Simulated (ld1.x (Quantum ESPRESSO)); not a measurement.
Configuration tests for Ru (Z = 44) (TM)

Ru (Z = 44), norm-conserving Troullier–Martins (Kleinman–Bylander form), made with ld1.x (Quantum ESPRESSO) 7.5 (PBE, fully relativistic). Core [Kr], reference 4d6 5s2 5p0. Waves: 5s (bound): rc 2.30 bohr; 4d (bound): rc 1.80 bohr; 5p (bound, empty): rc 2.80 bohr. Local part: the p channel. Core correction: none.

Open shells are filled in proportion to 2j + 1 (rel_dist='average').

Energies are relative to the spin-unpolarised reference configuration 4d6 5s2 5p0; without spin polarisation the order of configurations can differ from experiment. The p channel is local and has no spin–orbit splitting in the pseudo-atom. The frozen-core shift is the all-electron ΔE with the core orbitals held at their reference shape minus the fully relaxed ΔE.

```json
{"valence configuration": "4d7 5s1 5p0", "charge": "0", "ΔE all-electron (eV)": "-1.701", "error AE − PS (meV)": "-121", "frozen-core shift (meV)": "+42"}
{"valence configuration": "4d6 5s0 5p0", "charge": "+2", "ΔE all-electron (eV)": "23.779", "error AE − PS (meV)": "+49", "frozen-core shift (meV)": "+7.3"}
{"valence configuration": "4d5 5s0 5p0", "charge": "+3", "ΔE all-electron (eV)": "54.398", "error AE − PS (meV)": "-91", "frozen-core shift (meV)": "+173"}
{"valence configuration": "4d7.5 5s0.5 5p0", "charge": "0", "ΔE all-electron (eV)": "-2.019", "error AE − PS (meV)": "-258", "frozen-core shift (meV)": "+82"}
{"valence configuration": "4d7 5s0 5p1", "charge": "0", "ΔE all-electron (eV)": "1.758", "error AE − PS (meV)": "-120", "frozen-core shift (meV)": "+47"}
{"valence configuration": "4d4 5s0 5p0", "charge": "+4", "ΔE all-electron (eV)": "98.905", "error AE − PS (meV)": "-594", "frozen-core shift (meV)": "+805"}
```

Question: What are ΔE and the potential's error for 4d7 5s0 5p0?

Answer: ΔE = 5.593 eV all-electron; the error (AE − PS) is -139 meV.
